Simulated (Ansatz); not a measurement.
`[CH3][Al]([CH3])[CH2]O` + `B[AsH2]` → `B[AsH]CO` + `[CH3][AlH][CH3]`  (substitution at a C–Al bond)

Isolated molecules relaxed with PBE0-D4/def2-TZVP in Ansatz; ΔE leaves out vibrations. CCSD(T)/CBS is the MP2 limit (def2-TZVPP, def2-QZVPP) plus CCSD(T) − MP2 in def2-TZVPP, frozen cores. For As outer-core shells are correlated without core-valence functions, which leaves a few kJ/mol of doubt a bond. Scalar relativity is left out up to krypton. Each species was taken in one conformer, which may not be the lowest.

```csv
species,CCSD(T)/CBS(def2) energy (Eh)
`[CH3][Al]([CH3])[CH2]O`,-436.76167
`B[AsH2]`,-2262.17165
`B[AsH]CO`,-2376.59328
`[CH3][AlH][CH3]`,-322.33576
```

Problem. Work out ΔE.

Solution. ΔE = (-2376.59328) + (-322.33576) − (-436.76167) − (-2262.17165) = 0.00428 Eh = +0.12 eV.

Largest T1 diagnostic among the species: 0.014.

At CCSD(T), def2-SVP lies −0.04 eV from the extrapolated value and def2-TZVPP −0.03 eV. From BLYP to BHLYP (50 % exact exchange), in def2-TZVPP and without D4, ΔE moves by −0.04 eV.
